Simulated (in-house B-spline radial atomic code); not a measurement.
How G0W0 and RPA depend on the start: K V (K4+)

Configuration [Ne] 3s2 3p3, highest spin. Computed with an all-electron radial atomic-structure program (B-spline basis): all electrons, scalar-relativistic (spin-free one-electron X2C), finite nucleus, each spin shell either full or empty, empty states to l = 9 with an (l + 1/2)⁻⁴ tail; G0W0 by contour deformation at full frequency.

| start | mean-field 3p up (eV) | G0W0 (eV) | QP weight | RPA correlation (Eh) |
| --- | --- | --- | --- | --- |
| Hartree-Fock | -81.97 | -82.43 | 0.970 | -0.83268 |
| LDA VWN5 | -73.26 | ? | ? | ? |
| PBE | -73.37 | ? | ? | ? |
| PBE0 | -75.76 | -82.09 | 0.950 | -0.90909 |
| r2SCAN | -74.26 | -82.06 | 0.944 | -0.92365 |
| HSE06 | -75.32 | -82.07 | 0.948 | -0.91303 |
| B3LYP (VWN-RPA) | -75.15 | -82.04 | 0.948 | -0.91588 |
| SCAN | -74.29 | -82.04 | 0.945 | -0.92319 |
| TPSS | -73.67 | -81.96 | 0.940 | -0.93485 |
| BHandHLYP | -77.82 | -82.20 | 0.958 | -0.88116 |
| CAM-B3LYP | -77.09 | -82.15 | 0.955 | -0.89847 |
| LC-wPBE | -78.71 | -82.21 | 0.960 | -0.89337 |
| wB97X | -78.19 | -82.17 | 0.959 | -0.88985 |
| PBEsol | -73.26 | -81.94 | 0.938 | -0.94213 |
| BLYP | -73.07 | -81.88 | 0.937 | -0.94234 |
| r2SCAN0 | -76.37 | -82.17 | 0.953 | -0.89763 |
| LDA exchange-only | -72.01 | -81.97 | 0.935 | -0.94275 |

Q: What G0W0 level, weight and RPA correlation energy follow from the LDA VWN5 start?

A: G0W0 level -81.95 eV, weight 0.937, RPA correlation -0.94346 hartree.

Q: What G0W0 level, weight and RPA correlation energy follow from the PBE start?

A: G0W0 level -81.92 eV, weight 0.938, RPA correlation -0.94168 hartree.

Q: How much of the dependence on the start does G0W0 remove?

A: The mean-field levels span 9.96 eV and the G0W0 levels 0.548 eV. Against 82.66 ± 0.16 eV (NIST, semi-empirical) the G0W0 removal energies are off by -0.78 to -0.23 eV, with spin-orbit coupling, Breit and QED terms left out.
